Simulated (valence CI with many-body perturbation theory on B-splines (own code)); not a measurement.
# Which ion has this spectrum?

A relativistic CI+MBPT calculation for an atom or ion with 49 electrons gives these levels (cm⁻¹):

```
  J  Parity       E     g
1/2     odd     0.0  0.67
3/2     odd   28273  1.33
5/2     odd  100006  0.86
7/2     odd  101913  1.14
1/2    even  127428  2.58
3/2    even  143084  1.72
5/2    even  153405  1.51
3/2    even  174416  0.85
5/2    even  184769  1.29
1/2    even  191721  1.14
5/2    even  217434  0.75
7/2    even  219980  1.15
1/2    even  220671  1.61
3/2    even  222085  0.93
```

The energies are calculated, with errors of perhaps 400 cm⁻¹, more in some levels.

(1) Which is it?
A. Ce9+
B. Pr10+
C. La8+
D. Nd11+

Results:

(1) C. La8+, ground level 5s2.5p 2P°_1/2.
